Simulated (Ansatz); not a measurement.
Ba3Se2, relaxed as a singlet with RKS PBE0-D4/def2-SVP in Ansatz, starting from the GFN1-xTB geometry. Force threshold 0.02 eV/Å.

In the def2 sets Ba takes a core potential; there is no spin–orbit coupling. The restricted singlet is unstable towards broken spin symmetry in Hartree–Fock (as tested in another run); at PBE0-D4/def2-SVP this wasn't settled. Another isomer (singlet) lies 1.01 eV lower at PBE0-D4/def2-TZVP; other spin states weren't run for this one.

Start:

```xyz
5

Ba    1.135   -1.702    2.033
Ba   -2.361    0.238   -1.245
Ba    2.561    1.330   -0.088
Se   -1.434   -1.502    0.803
Se    0.099    1.636   -1.503
```

Problem. Estimate the energy that the relaxation releases and the steps that it takes.

Solution. 38.2 kJ/mol, in 9 steps; 41 s on 4 threads of Arm Neoverse V2 on a shared host. The force fell under the threshold at step 6, but the optimiser went on. No frequencies were taken in this run, so the end may be a saddle point.

Problem. Does the start keep its bonding and symmetry?

Solution. By distances, no bond broke or formed. The bond that changes most is Ba1–Ba3, from 3.97 to 4.48 Å (atoms count from 1). Point group C2 at the start, C2v at the end, both within 0.05 Å; within 0.015 Å the end is C2.

Problem. Predict the relaxed structure.

Solution. 
| atom | x (Å) | y (Å) | z (Å) |
| --- | --- | --- | --- |
| Ba1 | 0.954 | -1.870 | 2.158 |
| Ba2 | -2.020 | 0.204 | -1.065 |
| Ba3 | 2.587 | 1.513 | -0.292 |
| Se4 | -1.696 | -1.881 | 0.999 |
| Se5 | 0.175 | 2.034 | -1.800 |
Bond lengths (bridged metal pairs left out): 4 × Ba–Se 2.89 to 2.95 Å; 1 × Ba–Ba 4.48 Å.
